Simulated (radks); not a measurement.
The numbers below are computed, except where a source is named.
Species: Re IV. Configuration: [Xe] 4f14 5d4.

Code: a radial shooting solver on a logarithmic mesh with Libxc functionals. Model: scalar-relativistic Kohn-Sham, PBE, spin-polarised, spherical densities, finite nucleus; open shells are filled with parallel spins first (spin-orbit coupling, left out, can overturn this in heavy ions); Fermi nuclear charge, rms radius 5.3698 fm.

Energy parts (eV):
part                       energy
total                  -454093.07
kinetic                 501614.98
electron-nucleus      -1121763.44
Hartree                 175025.08
exchange-correlation     -8969.70

Orbitals (lengths in bohr, moments of r in powers of bohr; <r^-3> diverges for s and p1/2; r(max) is where P^2 peaks; r(90%) holds 90 % of the orbital's charge):
| orbital | occ. | eigenvalue (eV) | <r^-3> | r(max) | r(90%) |
|---|---|---|---|---|---|
| 1s down | 1 | -71666.39 | - | 0.01124 | 0.0329 |
| 1s up | 1 | -71666.38 | - | 0.01124 | 0.0329 |
| 2s up | 1 | -12451.13 | - | 0.06453 | 0.118 |
| 2s down | 1 | -12450.90 | - | 0.06453 | 0.118 |
| 2p up | 3 | -10872.45 | 20800 | 0.05303 | 0.111 |
| 2p down | 3 | -10872.27 | 20800 | 0.05303 | 0.111 |
| 3s up | 1 | -2905.571 | - | 0.1820 | 0.289 |
| 3s down | 1 | -2905.506 | - | 0.1820 | 0.289 |
| 3p up | 3 | -2439.843 | 4663 | 0.1803 | 0.296 |
| 3p down | 3 | -2439.766 | 4663 | 0.1803 | 0.296 |
| 3d up | 5 | -1911.159 | 595.4 | 0.1469 | 0.278 |
| 3d down | 5 | -1911.007 | 595.3 | 0.1469 | 0.278 |
| 4s up | 1 | -629.9666 | - | 0.4126 | 0.632 |
| 4s down | 1 | -629.7625 | - | 0.4126 | 0.632 |
| 4p up | 3 | -477.1450 | 1091 | 0.4330 | 0.681 |
| 4p down | 3 | -476.9570 | 1090 | 0.4330 | 0.681 |
| 4d up | 5 | -285.2080 | 119.7 | 0.4432 | 0.749 |
| 4d down | 5 | -284.9851 | 119.7 | 0.4433 | 0.748 |
| 5s up | 1 | -115.7169 | - | 0.9392 | 1.49 |
| 5s down | 1 | -113.6914 | - | 0.9346 | 1.47 |
| 5p up | 3 | -77.5560 | 163.3 | 1.062 | 1.74 |
| 5p down | 3 | -74.9041 | 168.5 | 1.054 | 1.73 |
| 4f up | 7 | -72.2551 | 20.92 | 0.4169 | 0.958 |
| 4f down | 7 | -71.8090 | 21.07 | 0.4167 | 0.948 |
| 5d up | 4 | -34.3144 | 9.958 | 1.380 | 2.52 |
| 5d down | 0 | -31.0965 | 10.09 | 1.366 | 2.56 |

The highest occupied level is 5d up at -34.314 eV. For comparison, the ionisation energy in NIST's Atomic Spectra Database is 39 eV (theoretical). In exact Kohn-Sham theory the highest level is minus the ionisation energy, but local and semilocal functionals leave it too shallow, through self-interaction and a potential that decays too fast; potentials with the right tail come closer. The density falls to 0.001 e/bohr^3 at r = 3.40 bohr. The spin density at the nucleus is -22.19 e/bohr^3 (1s -0.12, 2s -1.76, 3s 0.19, 4s 1.98, 5s -22.47). The electron density at the nucleus is 1.649e+06 e/bohr^3 (large components only).
